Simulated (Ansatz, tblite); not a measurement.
Removing and adding an electron: BeCl2. The state is a singlet with charge 0. Geometry: r2SCAN-D4/def2-TZVP. Ansatz, gas phase; energy differences of separate SCF runs; the oxidised species was run as a doublet alone; the reduced species was run as a doublet alone.

```xyz
3

Be    0.000    0.000    0.000
Cl   -1.777    0.289    0.118
Cl    1.777   -0.289   -0.118
```

The xTB rows come from tblite. Correlated methods freeze 10 core orbitals. In CCSD on the charge 1 doublet the largest single amplitude is 0.35, so its Hartree–Fock determinant may place the open shell otherwise than the density functionals do. HOMO above LUMO, or a gap near zero within one spin, warns that the state may not be the lowest or that an electron is smeared out.

Problem. Estimate orbital energies and vertical ionisation energies and electron affinities at: GFN1-xTB; GFN2-xTB; HF/def2-TZVPD; PBE-D4/def2-TZVP; PBE-D4/def2-TZVPD; r2SCAN-D4/def2-TZVP; r2SCAN-D4/def2-TZVPD; PBE0-D4/def2-TZVP; PBE0-D4/def2-TZVPD; MP2/def2-TZVPD; CCSD/def2-TZVPD; CCSD/def2-TZVPP; CCSD(T)/def2-TZVPD; CCSD(T)/def2-TZVPP.

Solution. 
| level | −HOMO (eV) | vertical IE (eV) | −LUMO (eV) | vertical EA (eV) | HOMO–LUMO gap (eV) | IE − EA (eV) | remarks |
| --- | --- | --- | --- | --- | --- | --- | --- |
| GFN1-xTB | 13.03 | 15.62 | 5.75 | 2.33 | 7.28 | 13.29 | – |
| GFN2-xTB | 12.28 | 15.45 | 6.04 | 1.98 | 6.23 | 13.48 | – |
| HF/def2-TZVPD | – | – | – | -0.97 | – | – | HOMO above zero (-1 doublet) |
| PBE-D4/def2-TZVP | 8.13 | 11.47 | 1.14 | – | 6.99 | – | gap within one spin near zero (+1 doublet) |
| PBE-D4/def2-TZVPD | 8.21 | – | 1.27 | -0.37 | 6.95 | – | HOMO above zero (-1 doublet) |
| r2SCAN-D4/def2-TZVP | 8.50 | 11.70 | 0.54 | – | 7.96 | – | – |
| r2SCAN-D4/def2-TZVPD | 8.55 | – | 0.66 | -0.52 | 7.90 | – | HOMO above zero (-1 doublet) |
| PBE0-D4/def2-TZVP | 9.54 | 11.88 | 0.50 | – | 9.05 | – | – |
| PBE0-D4/def2-TZVPD | 9.60 | – | 0.62 | -0.46 | 8.98 | – | HOMO above zero (-1 doublet) |
| MP2/def2-TZVPD | – | – | – | -0.56 | – | – | HOMO above zero (-1 doublet) |
| CCSD/def2-TZVPD | – | – | – | -0.57 | – | – | HOMO above zero (-1 doublet) |
| CCSD/def2-TZVPP | – | 12.32 | – | – | – | – | large T1 (0.061) (+1 doublet) |
| CCSD(T)/def2-TZVPD | – | – | – | -0.52 | – | – | HOMO above zero (-1 doublet) |
| CCSD(T)/def2-TZVPP | – | 12.30 | – | – | – | – | large T1 (0.061) (+1 doublet) |

Run but left out: HF/def2-TZVPP, MP2/def2-TZVPP (charge +1 doublet: a determinant that CCSD turns far, T1 0.061).   A HOMO above zero means that the electron is unbound at that level or that self-interaction error raises the level; the energy of removing that electron tells which. Raw xTB energy differences between charge states are shifted by several eV; the methods need an empirical correction for them. A negative affinity means that the extra electron isn't bound; its size then hangs on the basis.
